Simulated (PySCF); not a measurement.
## Iron: a sound run and one with changed settings

Sound run: Fe [Ar] 3d6 4s2, Fe⁺ [Ar] 3d6 4s1. Calculation: PySCF 2.14, in Sapporo-DKH3-DZP-2012 (6s4p3d1f, 40 functions); scalar relativity by spin-free X2C-1e. In the sound run the correlated levels freeze [Ar]. The sound run starts from symmetry-adapted Hartree-Fock orbitals and uses a fine grid where one is needed.

Changed run: initial guess sap, at most 50 SCF cycles.

```json
{"species": "Fe", "method": "UHF", "sound run (hartree)": "-1271.31688", "changed run (hartree)": "-1271.23929", "converged": "yes"}
{"species": "Fe", "method": "B3LYP", "sound run (hartree)": "-1272.63013", "changed run (hartree)": "-1272.61014", "converged": "yes"}
{"species": "Fe", "method": "r2SCAN", "sound run (hartree)": "-1272.55748", "changed run (hartree)": "-1272.55748", "converged": "yes"}
{"species": "Fe⁺", "method": "UHF", "sound run (hartree)": "-1271.07925", "changed run (hartree)": "-1271.07925", "converged": "yes"}
{"species": "Fe⁺", "method": "B3LYP", "sound run (hartree)": "-1272.33212", "changed run (hartree)": "-1272.33212", "converged": "yes"}
{"species": "Fe⁺", "method": "r2SCAN", "sound run (hartree)": "-1272.27147", "changed run (hartree)": "-1272.27147", "converged": "yes"}
{"species": "Fe⁺", "method": "MP2", "sound run (hartree)": "-1271.19314", "changed run (hartree)": "-1271.19314", "converged": "yes"}
```

The plain start fixes occupations by D2h representation alone, and Fe at UHF, Fe at B3LYP landed in another state (other ⟨L²⟩ or ⟨S²⟩).
